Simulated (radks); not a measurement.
Results of a calculation; reference values are marked as such.
Charge is removed step by step from the 3p down level of Ca, starting from [Ne] 3s2 3p(up 3, down 3) 4s2. Level of theory: scalar-relativistic Kohn-Sham, LDA (Slater exchange, Perdew-Wang correlation), spin-polarised, spherical densities, point nucleus (a radial shooting solver on a logarithmic mesh with Libxc functionals).

| removed (e) | E - E(0) (eV) | eigenvalue (eV) | E minus straight line (eV) |
|---|---|---|---|
| 0 | 0.000 | -27.985 | 0.000 |
| 0.25 | 7.378 | -31.072 | -1.213 |
| 0.5 | 15.544 | -34.291 | -1.637 |
| 0.75 | 24.530 | -37.624 | -1.241 |
| 1 | 34.362 | -41.059 | 0.000 |

Removing the whole electron costs 34.362 eV by Delta-SCF, against 27.985 eV from minus the eigenvalue at the starting occupation. Slater's transition state (half an electron removed) gives 34.291 eV. Integrating minus the eigenvalue over the occupation (Janak's theorem) gives 34.367 eV. In this scalar-relativistic scheme the density is built from large components alone, so the theorem holds only approximately. The mean slope of the eigenvalue, de/dn, is 13.1 eV per electron.
